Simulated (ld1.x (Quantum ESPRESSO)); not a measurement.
**Ranking ultrasoft potentials for sulfur (S)**

All share these settings but for the change named:

S, ultrasoft, made with ld1.x (Quantum ESPRESSO) 7.5 (LDA (PZ), scalar-relativistic). Core [Ne], reference 3s2 3p4. Waves: 3s (bound): rcut 1.15, rcutus 1.60 bohr; 3s channel at 2.15 Ry: rcut 1.15, rcutus 1.60 bohr; 3p (bound): rcut 1.45, rcutus 1.55 bohr; 3p channel at 0.85 Ry: rcut 1.45, rcutus 1.55 bohr; 3d channel at 0.15 Ry: rcut 0.95, rcutus 1.35 bohr; 3d channel at 2 Ry: rcut 0.95, rcutus 1.35 bohr. Local part: all-electron potential smoothed inside 1.25 bohr (lloc = -1). Core correction: none. Augmentation charge: built from norm-conserving waves at rcut, not smoothed further.

Test errors are all-electron minus pseudo excitation energies from the reference, over 3s2 3p3; 3s2 3p2; 3s2 3p1; 3s2 3p0; 3s1 3p4; 3s2 3p4.3; 3s2 3p3.5. None of these files shows a bound ghost.

The base gives 332.9 meV.

Of 11 variants that were run, those that failed, showed a ghost or another fault, or gave nearly equal values are left out.

A variant can come out equal or close to the base, since the largest error may sit in a test that the change hardly touches while other tests move.

Task: Rank these variants by their largest absolute test error, smallest first.
A. type TM; waves now 3p (bound): rc 1.55 bohr; 3d channel at 0.15 Ry: rc 1.35 bohr; 3s (bound): rc 1.60 bohr; local potential the s channel
B. augmentation PSQ, radius 1.00 bohr
C. functional PBE
D. waves 3s (bound): rcut 1.15, rcutus 1.70 bohr; 3s channel at 2.15 Ry: rcut 1.15, rcutus 1.70 bohr

Result: C (159.8 meV), B (212.2 meV), D (333.5 meV), A (392.7 meV).
